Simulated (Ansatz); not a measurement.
[TaOF4]- (TaOF4⁻), relaxed as a singlet with RKS r2SCAN-D4/def2-SVPD in Ansatz, starting from the GFN2-xTB geometry. Force threshold 0.02 eV/Å.

In the def2 sets Ta takes a core potential; there is no spin–orbit coupling.

Start:

Cartesian coordinates in Å:
```
Ta -0.0087 -0.0948 0.0332
O -0.1373 -1.7147 0.5885
F 0.1730 1.0320 1.5642
F -1.7738 0.6255 -0.0726
F -0.0972 -0.1269 -1.8741
F 1.8440 0.2790 -0.2393
```

| step | energy (eV) | largest force component (eV/Å) | SCF passes |
| --- | --- | --- | --- |
| 1 | -14464.4939 | 2.083 | 19 |
| 2 | -14464.6293 | 0.215 | 26 |
| 3 | -14464.6308 | 0.085 | 21 |
| 4 | -14464.6309 | 0.005 | 22 |

Force components are those of the run's own axes.

End:

```
atom   x (Å)   y (Å)   z (Å)
 Ta1  -0.005  -0.057   0.019
  O2  -0.136  -1.705   0.585
  F3   0.174   1.037   1.620
  F4  -1.829   0.619  -0.065
  F5  -0.104  -0.157  -1.923
  F6   1.899   0.261  -0.237
```

By distances, no bond broke or formed. The bond that changes most is Ta1–F4, from 1.91 to 1.95 Å (atoms count from 1).

No frequencies were taken in this run, so the end may be a saddle point.

It took 9 s on 4 threads of Arm Neoverse V2 on a shared host.
